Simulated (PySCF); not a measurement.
# What a mistake does to a calculation on Al2BH3N

These are calculations, not measurements. The program is PySCF 2.14.0, an open-source quantum chemistry code, run on an isolated molecule that a program drew, which may never have been made. The molecule is Al2BH3N (charge 0, doublet), drawn as the SMILES string `[AlH]=[N][B][AlH2]`.

Each row is a Hartree-Fock (HF) and frozen-core CCSD(T) single point in the cc-pV(D+d)Z basis, meant for a local HF minimum. Run 1 is clean. Each other run has one planted mistake out of seven kinds, and not every kind appears here: one electron removed, one electron added, multiplicity raised by two, geometry at a saddle point, minimal basis STO-3G, one bond length entered in bohr, all coordinates scaled. The reference is restricted for singlets and unrestricted otherwise, and also for a bond in bohr. Adding or removing an electron swaps singlet and doublet. Electrons count all cores. HOMO and LUMO are orbital energies over both spins, the gradient is its largest component, and the lowest frequency (negative if imaginary) is given only where the gradient is small. Bond lengths are over the 6 bonds as drawn. T1 is the CCSD diagnostic: over 0.02 (restricted) or 0.045 (unrestricted) a single reference is doubtful.

Geometry of the clean run:
```xyz
7
Al2BH3N, angstrom
Al   -0.6958    1.9377    0.3193
N    -1.2994    0.6179   -0.7062
B    -1.7412   -0.2471   -1.5003
Al   -2.4856   -1.7272   -2.8296
H    -0.2025    1.5850    1.7936
H    -4.0278   -2.0538   -2.8461
H    -1.4891   -2.4850   -3.7878
```

| run | electrons | basis functions | <S^2> | HOMO (eV) | LUMO (eV) | gradient (hartree/bohr) | lowest frequency (cm^-1) | mean bond (Å) | longest bond (Å) | T1 | HF (hartree) | CCSD(T) (hartree) | mistake |
|---|---|---|---|---|---|---|---|---|---|---|---|---|---|
| 1 | 41 | 89 | 0.756 | -7.80 | 0.39 | 1.9e-05 | 77 | 1.6505 | 2.124 | 0.0187 | -564.73211 | -565.12562 | no fault |
| 2 | 41 | 89 | 3.794 | -6.45 | -2.59 | 3.3e-02 | - | 1.6505 | 2.124 | 0.0436 | -564.56363 | -564.95352 | multiplicity raised by two |
| 3 | 41 | 31 | 0.760 | -4.31 | 7.48 | 5.3e-02 | - | 1.6505 | 2.124 | 0.0197 | -557.85991 | -558.06996 | minimal basis STO-3G |
| 4 | 42 | 89 | 0.000 | -0.26 | 3.63 | 5.6e-02 | - | 1.6505 | 2.124 | 0.0617 | -564.70720 | -565.15002 | ? |

**Which mistake was planted in run 4, and what did it cost?**

It counts 42 electrons, one more than the clean run, at the same geometry and basis. So the mistake is: one electron added. Subtracting run 1 and multiplying by 627.51 kcal/mol a hartree, the energy moved by 15.6 kcal/mol in HF and -15.3 kcal/mol in CCSD(T).

Cautions from the logs. Run 4: T1 is over the limit, so its CCSD(T) energy is less reliable.
